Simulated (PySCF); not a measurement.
Fe(Cp)2, C10H10Fe (cation, charge +1), doublet, GFN2-xTB optimised geometry.

```
21

Fe     0.00     0.08     0.00
C      1.00     0.42     1.92
C      1.00     1.63     1.19
C      1.74     1.42     0.00
C      2.19     0.08     0.00
C      1.74    -0.54     1.19
H      0.59     0.28     2.91
H      0.59     2.57     1.52
H      1.98     2.17    -0.73
H      2.85    -0.37    -0.73
H      1.98    -1.53     1.52
C     -1.67    -1.34    -0.07
C     -0.97    -1.41    -1.30
C     -1.05    -0.14    -1.92
C     -1.81     0.71    -1.08
C     -2.20    -0.04     0.06
H     -1.86    -2.17     0.59
H     -0.52    -2.29    -1.72
H     -0.68     0.11    -2.90
H     -2.12     1.71    -1.31
H     -2.85     0.31     0.85
```

Density from unrestricted PBE0/def2-SVP in PySCF 2.14.0 at that geometry.

Minimum of the electron density along straight lines between bonded atoms, close to the bond critical point (lines longer than 1.1 times the sum of covalent radii, or with two minima, are not listed):

```json
[
 {"bond": "Fe1–C2", "length / Å": "2.197", "ρ at the minimum / e bohr⁻³": "0.065", "∇²ρ there / e bohr⁻⁵": "0.22", "position (fraction from the first atom)": "0.49"},
 {"bond": "Fe1–C3", "length / Å": "2.196", "ρ at the minimum / e bohr⁻³": "0.065", "∇²ρ there / e bohr⁻⁵": "0.22", "position (fraction from the first atom)": "0.49"},
 {"bond": "C2–C3", "length / Å": "1.415", "ρ at the minimum / e bohr⁻³": "0.296", "∇²ρ there / e bohr⁻⁵": "-0.71", "position (fraction from the first atom)": "0.50"},
 {"bond": "Fe1–C4", "length / Å": "2.196", "ρ at the minimum / e bohr⁻³": "0.064", "∇²ρ there / e bohr⁻⁵": "0.22", "position (fraction from the first atom)": "0.49"},
 {"bond": "C3–C4", "length / Å": "1.415", "ρ at the minimum / e bohr⁻³": "0.296", "∇²ρ there / e bohr⁻⁵": "-0.71", "position (fraction from the first atom)": "0.50"},
 {"bond": "Fe1–C5", "length / Å": "2.196", "ρ at the minimum / e bohr⁻³": "0.064", "∇²ρ there / e bohr⁻⁵": "0.22", "position (fraction from the first atom)": "0.49"},
 {"bond": "C4–C5", "length / Å": "1.415", "ρ at the minimum / e bohr⁻³": "0.296", "∇²ρ there / e bohr⁻⁵": "-0.71", "position (fraction from the first atom)": "0.50"},
 {"bond": "Fe1–C6", "length / Å": "2.197", "ρ at the minimum / e bohr⁻³": "0.064", "∇²ρ there / e bohr⁻⁵": "0.22", "position (fraction from the first atom)": "0.49"},
 {"bond": "C2–C6", "length / Å": "1.415", "ρ at the minimum / e bohr⁻³": "0.296", "∇²ρ there / e bohr⁻⁵": "-0.71", "position (fraction from the first atom)": "0.50"},
 {"bond": "C5–C6", "length / Å": "1.415", "ρ at the minimum / e bohr⁻³": "0.296", "∇²ρ there / e bohr⁻⁵": "-0.71", "position (fraction from the first atom)": "0.50"},
 {"bond": "C2–H7", "length / Å": "1.076", "ρ at the minimum / e bohr⁻³": "0.287", "∇²ρ there / e bohr⁻⁵": "-1.16", "position (fraction from the first atom)": "0.65"},
 {"bond": "C3–H8", "length / Å": "1.076", "ρ at the minimum / e bohr⁻³": "0.287", "∇²ρ there / e bohr⁻⁵": "-1.16", "position (fraction from the first atom)": "0.65"},
 {"bond": "C4–H9", "length / Å": "1.076", "ρ at the minimum / e bohr⁻³": "0.287", "∇²ρ there / e bohr⁻⁵": "-1.16", "position (fraction from the first atom)": "0.65"},
 {"bond": "C5–H10", "length / Å": "1.076", "ρ at the minimum / e bohr⁻³": "0.287", "∇²ρ there / e bohr⁻⁵": "-1.16", "position (fraction from the first atom)": "0.65"},
 {"bond": "C6–H11", "length / Å": "1.076", "ρ at the minimum / e bohr⁻³": "0.287", "∇²ρ there / e bohr⁻⁵": "-1.16", "position (fraction from the first atom)": "0.65"},
 {"bond": "Fe1–C12", "length / Å": "2.196", "ρ at the minimum / e bohr⁻³": "0.064", "∇²ρ there / e bohr⁻⁵": "0.22", "position (fraction from the first atom)": "0.49"},
 {"bond": "Fe1–C13", "length / Å": "2.196", "ρ at the minimum / e bohr⁻³": "0.065", "∇²ρ there / e bohr⁻⁵": "0.22", "position (fraction from the first atom)": "0.49"},
 {"bond": "C12–C13", "length / Å": "1.415", "ρ at the minimum / e bohr⁻³": "0.296", "∇²ρ there / e bohr⁻⁵": "-0.71", "position (fraction from the first atom)": "0.50"},
 {"bond": "Fe1–C14", "length / Å": "2.197", "ρ at the minimum / e bohr⁻³": "0.065", "∇²ρ there / e bohr⁻⁵": "0.22", "position (fraction from the first atom)": "0.49"},
 {"bond": "C13–C14", "length / Å": "1.415", "ρ at the minimum / e bohr⁻³": "0.296", "∇²ρ there / e bohr⁻⁵": "-0.71", "position (fraction from the first atom)": "0.50"},
 {"bond": "Fe1–C15", "length / Å": "2.197", "ρ at the minimum / e bohr⁻³": "0.064", "∇²ρ there / e bohr⁻⁵": "0.22", "position (fraction from the first atom)": "0.49"},
 {"bond": "C14–C15", "length / Å": "1.415", "ρ at the minimum / e bohr⁻³": "0.296", "∇²ρ there / e bohr⁻⁵": "-0.71", "position (fraction from the first atom)": "0.50"},
 {"bond": "Fe1–C16", "length / Å": "2.197", "ρ at the minimum / e bohr⁻³": "0.064", "∇²ρ there / e bohr⁻⁵": "0.22", "position (fraction from the first atom)": "0.49"},
 {"bond": "C12–C16", "length / Å": "1.415", "ρ at the minimum / e bohr⁻³": "0.296", "∇²ρ there / e bohr⁻⁵": "-0.71", "position (fraction from the first atom)": "0.50"},
 {"bond": "C15–C16", "length / Å": "1.415", "ρ at the minimum / e bohr⁻³": "0.296", "∇²ρ there / e bohr⁻⁵": "-0.71", "position (fraction from the first atom)": "0.50"},
 {"bond": "C12–H17", "length / Å": "1.076", "ρ at the minimum / e bohr⁻³": "0.287", "∇²ρ there / e bohr⁻⁵": "-1.16", "position (fraction from the first atom)": "0.65"},
 {"bond": "C13–H18", "length / Å": "1.076", "ρ at the minimum / e bohr⁻³": "0.287", "∇²ρ there / e bohr⁻⁵": "-1.16", "position (fraction from the first atom)": "0.65"},
 {"bond": "C14–H19", "length / Å": "1.076", "ρ at the minimum / e bohr⁻³": "0.287", "∇²ρ there / e bohr⁻⁵": "-1.16", "position (fraction from the first atom)": "0.65"},
 {"bond": "C15–H20", "length / Å": "1.076", "ρ at the minimum / e bohr⁻³": "0.287", "∇²ρ there / e bohr⁻⁵": "-1.16", "position (fraction from the first atom)": "0.65"},
 {"bond": "C16–H21", "length / Å": "1.076", "ρ at the minimum / e bohr⁻³": "0.287", "∇²ρ there / e bohr⁻⁵": "-1.16", "position (fraction from the first atom)": "0.65"}
]
```
